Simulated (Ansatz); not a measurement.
Ansatz (a program for electronic structure) input (r2SCAN/def2-TZVPD):

Ansatz 0.2 input:
```yaml
crystal:
  periodic: [false, false, false]
  atoms:
    - {symbol: Cs, position_ang: [-0.00000000, -0.00000000, -1.53295589]}
    - {symbol: Ag, position_ang: [0.00000000, 0.00000000, 1.79388456]}
basis:
  gaussian:
    orbitals: def2-TZVPD
hamiltonian:
  xc: {name: r2SCAN}
magnetization: {spin_polarized: true, initial_magnetization: 2}
```

End of the output:

```
integrals: 0.03 GiB planned
662 factors; their error is unknown
mean field: 0.30 GiB planned
mean field evaluation 1: about -4546.6384 eV, gradient 2.4e1 eV
mean field evaluation 2: about -4537.6278 eV, gradient 6.0e1 eV
mean field evaluation 4: about -4548.6767 eV, gradient 1.4e0 eV
mean field evaluation 8: about -4548.6843 eV, gradient 8.2e-2 eV
mean field evaluation 16: about -4548.6844 eV, gradient 6.0e-5 eV
mean field evaluation 32: about -4548.2851 eV, gradient 1.5e-3 eV
mean field evaluation 64: about -4548.6421 eV, gradient 5.7e-1 eV
mean field -4548.68441636 eV, -167.1610690920 hartree, gradient 7.6e-6 eV, S^2 2.004218; 8 other end points of the search recorded, 0 dependent functions left out
reference -4548.68446110 eV, -167.1610707362 hartree; 15, 13 occupied and 57, 59 virtual orbitals, 662 factors
Total energy: -4548.68446110 eV, -167.1610707362 hartree
```

This state (charge 0, triplet) is run at the relaxed geometry of the species with charge 0 and multiplicity 1, and is a spin state other than that species' own.
